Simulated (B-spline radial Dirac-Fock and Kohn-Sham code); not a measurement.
Method: Dirac-Fock (average of configuration) total-energy differences with a finite nucleus, the Breit interaction including its frequency dependence, and self-energy and vacuum-polarisation corrections. Computed with an atomic code on a B-spline grid. Correlation and solid-state effects are left out.

**Question.** Identify the element and charge state from the binding energies below (tabulated ground configuration; the least bound level is included).

| level | binding energy (eV) |
| --- | --- |
| K | 18866.0 |
| L1 | 3391.7 |
| L2 | 3166.5 |
| L3 | 3080.9 |
| M1 | 1139.1 |
| M2 | 1052.1 |
| M4,5 | 919.8 |

**Answer.** Zr²¹⁺: Z = 40 with 19 electrons, [Ar] 3d1. The hydrogen-like estimate √(E/Ry) = 37.2 for the K level lies 2.8 below Z; the outermost level, at 919.8 eV, fixes the charge.
